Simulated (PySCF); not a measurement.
Mayer bond orders and bond lengths

Species: C₅H₁₂N₂.
Atom-mapped SMILES: `[H]/[N:7]=[CH:6]/[CH2:5][CH2:4][N:2]([CH3:1])[CH3:3]` (hydrogens: H8, H9, H10 on C1; H11, H12, H13 on C3; H14, H15 on C4; H16, H17 on C5; H18 on C6; H19 on N7)

Geometry (GFN2-xTB, Å), atoms numbered from 1 in this order:
```
atom  x, y, z in Å
C1    -1.709   -1.052   -0.310
N2    -1.132    0.274   -0.404
C3    -2.046    1.272    0.111
C4     0.159    0.360    0.256
C5     1.232   -0.459   -0.470
C6     2.599   -0.051   -0.036
N7     3.404   -0.898    0.418
H8    -1.072   -1.766   -0.826
H9    -1.840   -1.382    0.733
H10   -2.682   -1.048   -0.798
H11   -2.262    1.140    1.183
H12   -2.982    1.213   -0.442
H13   -1.620    2.263   -0.037
H14    0.458    1.413    0.244
H15    0.104    0.037    1.312
H16    1.132   -0.266   -1.541
H17    1.115   -1.525   -0.284
H18    2.814    1.023   -0.146
H19    4.318   -0.541    0.688
```

Bond orders from the PBE0/pcSseg-1 density (PySCF). Isolated species at its GFN2-xTB geometry (one conformer only).

Task: Where do the orders between heavy atoms depart from those drawn in the SMILES?

Result: The largest departure is 0.056, at C6–N7 (drawn double, 2.056).

Task: Set the Mayer orders of the bonds between heavy atoms beside their lengths.

Result: 
| bond | drawn as | length (Å) | Mayer order |
| --- | --- | --- | --- |
| C1–N2 | single | 1.449 | 0.972 |
| N2–C3 | single | 1.449 | 0.982 |
| N2–C4 | single | 1.452 | 0.962 |
| C4–C5 | single | 1.532 | 1.018 |
| C5–C6 | single | 1.491 | 1.001 |
| C6–N7 | double | 1.253 | 2.056 |

By pair of heavy elements: C–N: lowest N2–C4 (0.962, 1.452 Å), highest C6–N7 (2.056, 1.253 Å). C–C: all 2 within 0.02 of one another (1.001 to 1.018).

Task: And the bonds to hydrogen?

Result: C–H: 0.93 to 0.97 (11 bonds); H–N: 0.93 (1 bond).

Task: Sum the orders of all bonds at each heavy atom with more than one neighbour and set the sums beside the valence in the SMILES.

Result: C1 3.853 (drawn 4), N2 2.916 (drawn 3), C3 3.866 (drawn 4), C4 3.861 (drawn 4), C5 3.882 (drawn 4), C6 3.990 (drawn 4), N7 2.987 (drawn 3). Orders between atoms that aren't bonded are not in these sums.

The Mayer order sums products of elements of PS (density times overlap matrix) between the two atoms' basis functions, so it depends on the basis set.
